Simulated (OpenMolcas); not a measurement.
## Ge: CASPT2 settings compared

```yaml
Program: OpenMolcas 26.06
Basis: ANO-R1 [5s4p3d1f]
Scalar_Hamiltonian: X2C, finite nucleus
Active_space: 2 electrons in 3 orbitals (4p)
State_averaging: 2S+1 = 3 even, 3 roots; 2S+1 = 1 even, 6 roots
Spin-orbit_coupling: state interaction with AMFI integrals over the reference wave functions, term energies averaged over their components
```

Methods on the same reference wave functions:
A. CASSCF
B. SS-CASPT2, IPEA 0.75 Eh, real shift 0.3 Eh (closed shells correlated: 3s 3p 3d 4s)
C. SS-CASPT2, IPEA 0.6 Eh, no level shift (closed shells correlated: 3d 4s)
D. XMS-CASPT2, IPEA 0.75 Eh, no level shift (closed shells correlated: 3d 4s)

Energies in cm-1 above 4s2 4p2 3P0, the measured ground level; measured values from NIST Handbook of Basic Atomic Spectroscopic Data.

| Level | A | B | C | D | Measured |
| --- | --- | --- | --- | --- | --- |
| 4s2 4p2 3P0 | 0.0 | 0.0 | 0.0 | 0.0 | 0.0 |
| 4s2 4p2 3P1 | 444 | 452 | 453 | 453 | 557 |
| 4s2 4p2 3P2 | 1193 | 1196 | 1197 | 1199 | 1410 |
| 4s2 4p2 1D2 | 9555 | 8440 | 8480 | 8680 | 7125 |
| 4s2 4p2 1S0 | 22501 | 19370 | 19260 | 19080 | 16367 |

Deviations, from unrounded energies. A percentage is the sum of absolute deviations over the sum of measured energies, with the sign that they share, or ± where signs differ.

```json
{"Against measurement": "mean absolute deviation (cm-1)", "Levels": "4", "A": "2200", "B": "1200", "C": "1100", "D": "1100"}
{"Against measurement": "fine structure of the ground term (%)", "Levels": "2", "A": "-16.8", "B": "-16.2", "C": "-16.1", "D": "-16.0"}
{"Against measurement": "other terms of the ground configuration (%)", "Levels": "2", "A": "+36.5", "B": "+18.4", "C": "+18.1", "D": "+18.2"}
```

B, C, D lie about equally close to measurement and A furthest from it. The largest miss of C in the table is 4s2 4p2 1S0, by +2900 cm-1. The ranking rests on the paired levels alone, and a cruder setting can come out closer through cancelling errors.

Among B to D the level of the table that moves most is 4s2 4p2 1S0, by 280 cm-1 (lowest in D, highest in B). Moves below CASPT2's spread within the term are not significant.

The mean deviations of B to D differ by less than CASPT2's widest spread within a term (520 cm-1), so their order carries little weight.

From A to B the spin-free energies of the other terms of 4s2 4p2 shown, above 3P, scale by factors of 0.85 to 0.87.

The lowest spin-free term lies below A's lowest term by 0.494 hartree in B, 0.415 hartree in C, 0.417 hartree in D.

Term energies are means over components that CASPT2 splits; among the terms shown or strongly mixed into the levels shown the widest spread is 520 cm-1 (4s2 4p2 1D, D). With the s shell closed, the reference lacks s² → p² mixing. Without dynamic correlation excited terms often stand tens of per cent too high (terms of higher spin than the ground term too low), and those without a measured partner can miss by more than the paired ones (holds for A). Some terms miss by over 15 % even with CASPT2, which points to a basis or an active space too small for the shells correlated (holds for B; C; D). Computed and measured levels are paired by configuration, term and J; levels that our copy of the source lacks, or whose pairing is in doubt (as where it misses far off the trend of its configuration), stay unpaired and out of the deviations. Only configurations of the active space appear.
